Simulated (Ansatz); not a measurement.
System: C₂HO, net charge 0, doublet state. It need not be the lowest isomer of its formula. 
Coordinates optimised at B3LYP-D3(BJ)/def2-TZVP (Ansatz, a quantum-chemistry and plane-wave program):
SMILES: [C]#CO
```xyz
4

C      1.4687    -0.1022    -0.1775
C      0.2013    -0.0129    -0.0178
O     -1.0660     0.1572     0.0754
H     -1.4922    -0.5665     0.5690
```
Charge 0, spin multiplicity 2.

Computed values are from Ansatz. Correlated levels leave the core frozen unless marked. Open shells are spin-unrestricted. Spin-orbit coupling is left out. No relativistic terms. Basis-set limits of correlation are two-point, X^-3; Hartree-Fock from the larger set.

```json
{
 "atomisation energy De": "363.4 kcal/mol at CCSD(T)/CBS(cc-pVTZ,cc-pVQZ)",
 "total_energy": "-151.6619 Eh at CCSD(T)/CBS(cc-pVTZ,cc-pVQZ)",
 "dipole_moment": "4.54 D at CCSD(T)/aug-cc-pVDZ",
 "T1 diagnostic": "0.019 at CCSD/cc-pVQZ"
}
```
